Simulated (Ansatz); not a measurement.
B₈⁺. Total charge 1; doublet. Geometry PBE-D4/def2-SVP; atoms count from 1.

Cartesian coordinates in Å:
```
B -2.7027 0.3014 0.8327
B -1.4515 -0.1875 -0.0108
B 1.4514 0.1874 0.0111
B 1.4037 -0.8992 -1.4059
B -1.4036 0.8987 1.4062
B 2.7027 -0.3013 -0.8328
B -0.0155 0.5259 0.6915
B 0.0155 -0.5254 -0.6921
```

The charge 1 doublet is spin-contaminated (final ⟨S²⟩ up to 0.90, 0.75 for a pure state). Another isomer (doublet) lies 1.48 eV lower at PBE0-D4/def2-TZVP; other spin states weren't run for this one.

Q: Estimate the Mulliken populations from the PBE0/def2-TZVP orbitals of Ansatz.

A: 
```tsv
atom	charge (e)	spin (α − β)
B1	0.32	0.42
B2	-0.06	0.05
B3	-0.06	0.05
B4	0.15	0.18
B5	0.15	0.18
B6	0.32	0.42
B7	0.09	-0.15
B8	0.09	-0.15
```
Mulliken values and Mayer orders depend strongly on the basis.

Q: Where does the spin sit?

A: Summed by element: B 1.00, of 1 unpaired in all. Largest on single atoms: B6 0.42, B1 0.42, B5 0.18.

Q: And the Mayer bond orders between bonded heavy atoms (over 0.3)?

A: B1–B2 1.21 (1.59 Å); B1–B5 1.44 (1.54 Å); B2–B5 0.72 (1.79 Å); B2–B7 0.63 (1.75 Å); B2–B8 0.93 (1.65 Å); B3–B4 0.72 (1.79 Å); B3–B6 1.21 (1.59 Å); B3–B7 0.93 (1.65 Å); B3–B8 0.63 (1.75 Å); B4–B6 1.44 (1.54 Å); B4–B8 1.00 (1.61 Å); B5–B7 1.00 (1.61 Å); B7–B8 0.49 (1.74 Å).
